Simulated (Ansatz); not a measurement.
Species: C3H6O2, SMILES `CCC(=O)O` (C–C–C–O torsion 0°, O–C–O–H torsion 0°) (charge 0, multiplicity 1).

Task: Give a relaxed geometry from Ansatz (a program for electronic structure) with B3LYP-D3(BJ)/def2-TZVP.

Result: One answer among several that fit: the end point of this relaxation, one of several conformers (outside a Z-matrix the atoms follow the SMILES, hydrogens last).
Z-matrix (Å, degrees):
```
C
H 1 1.0935
H 1 1.0935 2 105.43
C 1 1.5071 2 107.32 3 114.19
O 4 1.2029 1 126.18 2 123.57
O 4 1.3558 5 122.34 1 -179.95
H 6 0.9700 4 106.89 5 -0.02
C 1 1.5210 2 111.59 3 -121.31
H 8 1.0897 1 111.03 2 -61.41
H 8 1.0897 9 107.47 1 121.61
H 8 1.0904 9 108.45 10 117.05
```
